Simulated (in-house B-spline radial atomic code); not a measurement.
Mn²⁺. Computed with a B-spline radial atomic code. Model: non-relativistic spherical atom: semilocal Troullier-Martins pseudo-atom, one channel per l, against all electrons, high spin, G0W0 and RPA with empty states to l = 8, local potential for every l without a channel, a model core (radius 0 = none) keeps its share of the functional.

What the tables leave out is listed at the end.

The pseudopotential gives back the lowest level of each angular momentum of its own functional in the configuration it was made in; a second state of the same l is only approximately right. Exact exchange, RPA and GW see the smooth pseudo-orbitals and miss the exchange with the core, for which the functional's share stands in. The column with an uncorrelated core keeps all orbitals and exact exchange, and so separates missing core correlation from pseudisation. Only the three outermost levels and the lowest empty one were computed. RPA here is direct RPA, with no exchange kernel, and its energies carry an (l + 1/2)⁻⁴ tail. A hybrid on a potential with a model core restores only its own semilocal share of the core's exchange.

Command:
```bash
python run_psgw.py task.json out
```
Settings (lengths in bohr, energies in hartree):
```
Z                      25
electrons              23
configuration          [Ar] 3d5
generated_in           [Ar] 3d5 4s2
functional             pbe,pbe
core_shells            3
radius_factor          1.3
core_correction        False
```

Run time, properties included: 31 s on 1 thread of Intel(R) Xeon(R) Platinum 8488C (Sapphire Rapids) (shared host).

Given: made with PBE; model core radius 0 bohr; local radius 1.263 bohr; mean-field start PBE0.

Valence shells of the generating configuration: 3s, 3p, 3d, 4s.

Channel: s 0.964, p 0.983, d 2.96 (radii in bohr).

Computed: largest level miss in the spin-unpolarised generating configuration 0.088 eV; valence RPA correlation energy pseudo -0.67817 hartree; all-electron RPA polarisability, core included 3.0174 bohr³; pseudo-atom RPA polarisability 3.5068 bohr³.

| level | occupied | mean-field all-electron (eV) | mean-field pseudo minus all (eV) | G0W0 all-electron (eV) | G0W0 uncorrelated core minus all (eV) | G0W0 pseudo minus all (eV) | exchange self-energy all-electron (eV) | exchange self-energy pseudo (eV) |
| --- | --- | --- | --- | --- | --- | --- | --- | --- |
| 3d up | 1 | -28.448 | -0.551 | -33.995 | 0.113 | -0.121 | -40.615 | -31.104 |
| 3p down | 1 | -71.233 | -2.048 | -76.86 | 0.14 | -2.981 | -43.863 | -39.508 |
| 4s up (empty) | 0 | -18.474 | -0.582 | -15.632 | 0.013 | -0.71 | -3.4374 | -3.4732 |

Q: What is the valence RPA correlation energy all-electron orbitals?

A: -0.78044 hartree.

Given: mean-field start Hartree-Fock.

Computed: valence RPA correlation energy all-electron orbitals -0.68867 hartree; valence RPA correlation energy pseudo -0.60427 hartree; pseudo-atom RPA polarisability 2.7097 bohr³.

```tsv
level	occupied	mean-field all-electron (eV)	mean-field pseudo minus all (eV)	G0W0 all-electron (eV)	G0W0 uncorrelated core minus all (eV)	G0W0 pseudo minus all (eV)	exchange self-energy all-electron (eV)	exchange self-energy pseudo (eV)
3d up	1	-35.059	0.928	-34.462	0.113	0.002	-41.093	-31.3
3p down	1	-78.162	-3.226	-77.373	0.144	-3.282	-43.492	-39.62
4s up (empty)	0	-14.582	-0.64	-15.315	0.009	-0.822	-2.4914	-2.7648
```

Q: What is the all-electron RPA polarisability, core included?

A: 2.103 bohr³.

Among the listed levels the largest G0W0 shift of the pseudo-atom is -3.28 eV, for 3p down on the Hartree-Fock start, while leaving the core uncorrelated moves that level by +0.14 eV. So pseudisation and the lost core exchange, not the missing core correlation, make the error. Not in the tables (levels of low weight, unsolved or above zero; the highest and the empty levels are kept at any weight): on PBE, a start not tabulated, the G0W0 levels 3d up (pseudo minus all +0.20 eV, weights 0.51 and 0.86), 3p down (pseudo minus all -3.00 eV, weights 0.87 and 0.82), 3p up (pseudo minus all -5.38 eV, weights 0.03 and 0.13), 3d down (pseudo minus all -0.13 eV, weights 0.64 and 0.56); on PBE0 the G0W0 levels 3p up (pseudo minus all -1.95 eV, weights 0.42 and 0.40); on Hartree-Fock the G0W0 levels 3p up (pseudo minus all -1.64 eV, weights 0.76 and 0.37).
